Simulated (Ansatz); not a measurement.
Reaction (ligand exchange at the Si–N bond): `[SiH3][SiH2][NH][GeH3]` + `CBO` → `CBO[SiH2][SiH3]` + `[NH2][GeH3]`

Gas-phase electronic energies from Ansatz, PBE0-D4/def2-TZVP geometries. CCSD(T)/CBS is the MP2 limit (def2-TZVPP, def2-QZVPP) plus CCSD(T) − MP2 in def2-TZVPP, frozen cores. Functionals use def2-TZVPP. B3LYP here is the variant with VWN-RPA as its local correlation; programs differ in this. For Ge outer-core shells are correlated without core-valence functions, which leaves a few kJ/mol of doubt a bond. Scalar relativity is left out up to krypton. Each species was taken in one conformer, which may not be the lowest.

`[SiH3][SiH2][NH][GeH3]`:

Z-matrix (Å, degrees):
```
Si
Si 1 2.343
H 1 1.488 2 111.1
H 1 1.489 2 111.0 3 -121.1
H 1 1.491 2 109.7 3 119.4
N 2 1.723 1 110.1 3 -65.7
H 2 1.489 1 110.6 3 52.5
H 2 1.496 1 108.2 3 168.9
Ge 6 1.841 2 126.9 1 150.4
H 6 1.009 2 116.9 1 -46.4
H 9 1.538 6 108.1 2 -152.1
H 9 1.534 6 106.6 2 -32.2
H 9 1.543 6 111.8 2 87.8
```

`CBO`:

Z-matrix (Å, degrees):
```
C
B 1 1.559
H 1 1.096 2 110.2
H 1 1.092 2 113.4 3 122.1
H 1 1.096 2 110.2 3 -115.8
O 2 1.357 1 119.4 3 -122.1
H 2 1.207 1 121.8 3 57.8
H 6 0.960 2 113.1 1 180.0
```

`CBO[SiH2][SiH3]`:

Z-matrix (Å, degrees):
```
C
B 1 1.565
H 1 1.097 2 109.1
H 1 1.093 2 115.6 3 -122.0
H 1 1.095 2 110.0 3 114.9
O 2 1.356 1 123.7 3 118.0
H 2 1.203 1 120.5 3 -61.4
Si 6 1.659 2 133.9 1 0.6
Si 8 2.344 6 111.1 2 -72.5
H 8 1.490 6 110.3 2 49.9
H 8 1.485 6 106.4 2 167.1
H 9 1.487 8 110.6 6 -57.8
H 9 1.489 8 109.4 6 -177.7
H 9 1.488 8 110.5 6 62.6
```

`[NH2][GeH3]`:

Cartesian coordinates in Å:
```
N -0.897 0.285 0.681
Ge 0.413 -0.160 -0.536
H -1.068 -0.432 1.374
H -0.720 1.153 1.167
H 0.507 1.004 -1.534
H 1.811 -0.400 0.083
H -0.045 -1.449 -1.234
```

```
             level  ΔE (kcal/mol)
         revPBE-D4           -4.0
           PBE0-D4           -4.1
          B3LYP-D4           -5.4
        r2SCANh-D4           -5.1
          BHLYP-D4           -5.7
RPA@PBE/def2-TZVPP           -4.5
  CCSD(T)/def2-SVP           -1.9
SCS-MP2/def2-TZVPP           -4.7
```

**Question.** What does CCSD(T)/CBS give? (Estimate.)

**Answer.** Computed: -4.8 kcal/mol. The listed levels differ from it by 0.8, 0.7, -0.6, -0.3, -0.9, 0.3, 2.9, 0.1 kcal/mol.

Largest T1 diagnostic among the species: 0.013.

At CCSD(T), def2-SVP lies +2.9 kcal/mol from the extrapolated value and def2-TZVPP +0.3 kcal/mol. In def2-TZVPP, CCSD(T) changes the Hartree–Fock value by +2.2 kcal/mol (the triples alone add +0.3 kcal/mol) and MP2 by +2.5 kcal/mol. Leaving LDA and LC-ωPBE aside and taking each functional with its dispersion term where it has one, the values, not all of them listed here, spread over 1.8 kcal/mol, from BHLYP-D4 to PBE-D4.
